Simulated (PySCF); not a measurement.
# `O=S(=O)(/C=C/O)C(F)(F)F`, C3H3F3O3S

Molfile (atoms numbered from 1):
```
C3H3F3O3S
     RDKit          3D

 13 12  0  0  0  0  0  0  0  0999 V2000
   -0.4893   -0.9719   -1.6720 O   0  0  0  0  0  0  0  0  0  0  0  0
   -0.7025   -0.9888   -0.2591 S   0  0  0  0  0  6  0  0  0  0  0  0
   -1.2605   -2.1434    0.3622 O   0  0  0  0  0  0  0  0  0  0  0  0
    0.7354   -0.4234    0.5812 C   0  0  0  0  0  0  0  0  0  0  0  0
    1.6667    0.1844   -0.1484 C   0  0  0  0  0  0  0  0  0  0  0  0
    2.7894    0.6872    0.3633 O   0  0  0  0  0  0  0  0  0  0  0  0
   -1.8927    0.4467    0.0921 C   0  0  0  0  0  0  0  0  0  0  0  0
   -1.3528    1.5676   -0.3952 F   0  0  0  0  0  0  0  0  0  0  0  0
   -2.0387    0.6075    1.4066 F   0  0  0  0  0  0  0  0  0  0  0  0
   -3.0840    0.2743   -0.4552 F   0  0  0  0  0  0  0  0  0  0  0  0
    0.7757   -0.5850    1.6403 H   0  0  0  0  0  0  0  0  0  0  0  0
    1.4979    0.2651   -1.2173 H   0  0  0  0  0  0  0  0  0  0  0  0
    3.3511    1.0804   -0.3163 H   0  0  0  0  0  0  0  0  0  0  0  0
  1  2  2  0
  2  3  2  0
  2  4  1  0
  4  5  2  0
  5  6  1  0
  2  7  1  0
  7  8  1  0
  7  9  1  0
  7 10  1  0
  4 11  1  0
  5 12  1  0
  6 13  1  0
M  END
```

Computed, not measured: quadratic response PBE0/aug-cc-pVDZ first hyperpolarisability, Taylor convention, gas phase (PySCF 2.14.0). Geometry: GFN2-xTB.

(1) Give β for the processes computed.

(2) Which lowest excitations, dipole and polarisabilities go with it?

## Answers

(1) In au, Taylor convention; the vector part is βᵢ = ⅓ Σⱼ (βᵢⱼⱼ + βⱼᵢⱼ + βⱼⱼᵢ); β∥ is 3/5 of the vector part along the dipole, the dipole points from − to +:
```
                   process  λ (nm)  β vector norm    β∥  β HRS  depolarisation ratio
           static β(0;0,0)       ∞           87.2  28.0   46.5                  2.85
second harmonic β(−2ω;ω,ω)    1907           90.8  30.7   48.5                  2.84
         Pockels β(−ω;ω,0)    1907           88.3  28.9      –                     –
second harmonic β(−2ω;ω,ω)    1064          100.2  37.7   53.6                  2.82
         Pockels β(−ω;ω,0)    1064           91.0  30.9      –                     –
```

(2) S1 6.30 eV (f = 0.017); S2 6.34 eV (f = 0.002); S3 6.58 eV (f = 0.273); dipole 5.27 D; isotropic α 72.8 au static, 73.0 au at 1907 nm, 73.5 au at 1064 nm, 73.6 au at 953.5 nm, 75.4 au at 532 nm.
